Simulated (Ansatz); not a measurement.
Ag (SMILES [Ag-]), charge -1, singlet (core potentials on Ag) (a gas-phase anion, which may not be bound at this level); CASSCF(2,2)/def2-SVP (Ansatz, a quantum-chemistry and plane-wave program).

Ansatz was given this input:
Ansatz 0.2 input:
```yaml
crystal:
  periodic: [false, false, false]
  atoms:
    - {symbol: Ag, position_ang: [0.00000000, 0.00000000, 0.00000000]}
basis:
  gaussian:
    orbitals: def2-SVP
hamiltonian:
  xc: hf
total_charge: -1
magnetization: {spin_polarized: false}
correlation: {active_space: {window: {electrons: 2, orbitals: 2}}}
```

What the program printed (banner, timings and long lists left out):

```
Functional definition: HF
225 factors; integrals over basis functions are off by at most 2.4e-4 eV
mean field evaluation 1: about -3974.4243 eV, gradient 1.6e1 eV
mean field evaluation 2: about -3974.4395 eV, gradient 1.5e1 eV
mean field evaluation 4: about -3974.9969 eV, gradient 9.2e-1 eV
mean field evaluation 8: about -3975.0066 eV, gradient 1.6e-4 eV
mean field -3975.00663344 eV, -146.0787994228 hartree, gradient 2.5e-6 eV, S^2 0.000000; 0 other end points of the search recorded, 0 dependent functions left out
reference -3975.00663344 eV, -146.0787994228 hartree; 10, 10 occupied and 21, 21 virtual orbitals, 225 factors
state -3975.29313681 eV, -146.0893282273 hartree
Total energy: -3975.29313681 eV, -146.0893282273 hartree
```
